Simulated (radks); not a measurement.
The numbers below are computed, except where a source is named.
Coulomb parameter of the 4f shell of the cerium ion Ce2+ in the model configuration [Xe] 4f1 5d1, as a second difference U = [E(n + 0.5) + E(n - 0.5) - 2 E(n)] / (0.5)^2 with all orbitals relaxed. "Bare": the charge of the atom changes with n. "Screened": the 5d shell takes up the change at fixed total charge, which measures U(4f,4f) + U(5d,5d) - 2 U(4f,5d). Level of theory: Dirac Kohn-Sham, PBE, spin-unpolarised, spherical densities, finite nucleus; open shells are shared between the two j in proportion to 2j + 1; Fermi nuclear charge, rms radius 4.8771 fm (a radial shooting solver on a logarithmic mesh with Libxc functionals).

case,configuration,E - E(n) (eV)
start,[Xe] 4f1 5d1,0.000
bare +0.5,[Xe] 4f1.5 5d1,-7.203
bare -0.5,[Xe] 4f0.5 5d1,11.104
screened +0.5,[Xe] 4f1.5 5d0.5,-1.140
screened -0.5,[Xe] 4f0.5 5d1.5,2.227

U(bare) = 15.604 eV, U(screened by 5d) = 4.347 eV.
